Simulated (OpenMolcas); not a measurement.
**What dynamic correlation does to the levels of Sn**

```
Program             : OpenMolcas
Basis               : ANO-R2 [7s6p4d2f1g]
Scalar Hamiltonian  : X2C, finite nucleus
Active space        : 4 electrons in 4 orbitals (5s 5p)
State averaging     : 2S+1 = 3 even, 3 roots; 2S+1 = 1 even, 6 roots; 2S+1 = 5 odd, 1 root; 2S+1 = 3 odd, 5 roots (0 in the spin-orbit step)
Spin-orbit coupling : state interaction with AMFI integrals over the reference wave functions, term energies averaged over their components
```

Methods on the same reference wave functions:
A. CASSCF
B. SS-CASPT2, IPEA 0.25 Eh, imaginary shift 0.1 Eh (closed shells correlated: 4d)

Energies in cm-1 above 5s2 5p2 3P0, the measured ground level; measured values from NIST Handbook of Basic Atomic Spectroscopic Data.

```tsv
Level	A	B	Measured
5s2 5p2 3P0	0.0	0.0	0.0
5s2 5p2 3P1	1474	1455	1692
5s2 5p2 3P2	3183	3071	3428
5s2 5p2 1D2	10522	8737	8613
5s2 5p2 1S0	17621	18301	17162
5s 5p3 5S* 2	27999	37997	39626
```

Deviations, from unrounded energies. A percentage is the sum of absolute deviations over the sum of measured energies, with the sign that they share, or ± where signs differ.

```json
{"Against measurement": "mean absolute deviation (cm-1)", "Levels": "5", "A": "2900", "B": "700"}
{"Against measurement": "fine structure of the ground term (%)", "Levels": "2", "A": "-9.0", "B": "-11.6"}
{"Against measurement": "other terms of the ground configuration (%)", "Levels": "2", "A": "+9.2", "B": "+4.9"}
{"Against measurement": "other configurations (%)", "Levels": "1", "A": "-29.3", "B": "-4.1"}
```

B lies closest to measurement on these levels. The largest miss of B in the table is 5s 5p3 5S* 2, by -1600 cm-1. The ranking rests on the paired levels alone, and a cruder setting can come out closer through cancelling errors.

From A to B the spin-free energies of the other terms of 5s2 5p2 shown, above 3P, scale by factors of 0.76 to 1.05.

The lowest spin-free term lies below A's lowest term by 0.482 hartree in B.

Some high roots are left out of the spin-orbit mixing, which shifts the levels that they would mix with. Terms of s pⁿ other than that of highest spin mix with s² pⁿ⁻² d, which this space lacks; all of them can be thousands of cm-1 off, and some have no real level of that name. Computed and measured levels are paired by configuration, term and J; levels that our copy of the source lacks, or whose pairing is in doubt (as where it misses far off the trend of its configuration), stay unpaired and out of the deviations. Only configurations of the active space appear.

* marks odd parity.
